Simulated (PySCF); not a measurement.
An unknown shows these calculated signals:

¹H NMR (300 MHz, computed): δ 10.32 (s, 1H), 8.55 (s, 1H).

¹³C{¹H} NMR (computed): δ 183.0 (CH), 170.0 (C), 159.8 (CH).

[PySCF 2.14.0 with density-fitted response routines: GFN2-xTB geometry; B3LYP/pcJ-1 coupling constants; PBE0/pcSseg-1 with gauge-including orbitals; no solvent; single conformer; non-relativistic Hamiltonian]

δ = σ(ref) − σ, references computed at the same level: TMS for ¹H (σref 31.72), ¹³C (σref 186.93).

Problem. Which of these does the molecule contain: a ketone, an aldehyde, a heteroaromatic ring, a carboxylic acid, a C≡C triple bond?

Solution. 
- A ketone: no.
- An aldehyde: yes (δC 183.0; δH 10.32 (s)).
- A heteroaromatic ring: yes.
- A carboxylic acid: no.
- A C≡C triple bond: no.

The data belong to `O=Cc1nnco1`, C$_{3}$H$_{2}$N$_{2}$O$_{2}$; they needn't prove each group on their own.

Carbon signals by region: 2 in the far downfield region (above 160 ppm), 1 in the sp2 and nitrile region (100–160 ppm). Above 160 ppm: 183.0, aldehyde carbonyl carbon, 170.0, substituted aromatic carbon next to the ring oxygen.

Shifts are as computed. Against solution values, carbons near 30 ppm lie about +3 ppm off and those near 130 ppm about +5 ppm. Of 1211 compounds with measured shifts, 218 miss one by over three times the rms of a fit or turn the order of signals round; such compounds aren't used in these exercises.
